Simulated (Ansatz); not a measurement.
Program: Ansatz. Geometries: PBE0-D4/def2-TZVP. ΔE: electronic, gas phase. CCSD(T)/CBS adds triple-zeta CCSD(T) − MP2 to the extrapolated MP2 energy (def2 sets, frozen cores). This one scheme is used for every species. Functionals use def2-TZVPP. B3LYP here is the variant with VWN-RPA as its local correlation; programs differ in this. def2 core potentials past Kr. For Te outer-core shells are correlated without core-valence functions, which leaves a few kJ/mol of doubt a bond. Each species was taken in one conformer, which may not be the lowest.

`COC(=S)[TeH]` + BH₃ → `B[TeH]` + `COC=S`  (formal exchange of groups at a Te–C bond)

```
             level  ΔE (kJ/mol)  difference from CCSD(T)/CBS
            PBE-D4       -109.5                         -0.2
         r2SCAN-D4       -111.4                         -2.1
           PBE0-D4       -114.6                         -5.3
           ωB97M-V       -113.5                         -4.2
               PBE       -117.2                         -7.9
              PBE0       -121.4                        -12.1
             B3LYP       -117.6                         -8.3
SCS-MP2/def2-TZVPP       -108.0                          1.3
   CCSD/def2-TZVPP       -120.4                        -11.1
    CCSD/CBS(def2)       -113.3                         -4.0
       CCSD(T)/CBS       -109.3                            0
```

Largest T1 diagnostic among the species: 0.017.

From PBE to PBE0 (25 % exact exchange), in def2-TZVPP and without D4, ΔE moves by −4.2 kJ/mol. In def2-TZVPP, CCSD(T) changes the Hartree–Fock value by +10.8 kJ/mol (the triples alone add +4.0 kJ/mol) and MP2 by +20.8 kJ/mol.
